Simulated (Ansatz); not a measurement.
One change: `C[SiH2]OCO` becomes `C[SiH2]O[SiH2]N`.

Ansatz, PBE0-D4/def2-TZVP geometries, multiplicity 1. Each molecule was computed in one conformer, which needn't be the lowest.

| property | `C[SiH2]OCO` |
| --- | --- |
| HOMO energy (B3LYP/def2-TZVPP) / eV | -8.01 |
| size of the dipole moment (PBE/def2-TZVPP) / D | 1.11 |
| LUMO energy (PBE0/def2-TZVPP) / eV | 0.81 |
| HOMO energy (PBE/def2-TZVPP) / eV | -6.66 |
| HOMO energy (ωB97M-V/def2-TZVPP) / eV | -10.61 |
| HOMO–LUMO gap (PBE/def2-TZVPP) / eV | 6.60 |

Q: What does the change do to each property? (An estimate is asked.)

A: Ansatz gave: 
```csv
property,`C[SiH2]O[SiH2]N`,shift
HOMO energy (B3LYP/def2-TZVPP) / eV,-7.46,0.55
size of the dipole moment (PBE/def2-TZVPP) / D,1.12,0.01
LUMO energy (PBE0/def2-TZVPP) / eV,0.55,-0.26
HOMO energy (PBE/def2-TZVPP) / eV,-6.26,0.40
HOMO energy (ωB97M-V/def2-TZVPP) / eV,-10.15,0.46
HOMO–LUMO gap (PBE/def2-TZVPP) / eV,5.99,-0.61
```

With PBE0 the HOMO rises by 0.50 eV and the LUMO falls by 0.26 eV, so the gap narrows by about 0.76 eV. PBE moves the HOMO by 0.40 eV and ωB97M-V by 0.46 eV. Dipoles are sizes alone; their direction can turn.

B3LYP here is the variant with VWN-RPA as its local correlation; programs differ in this.
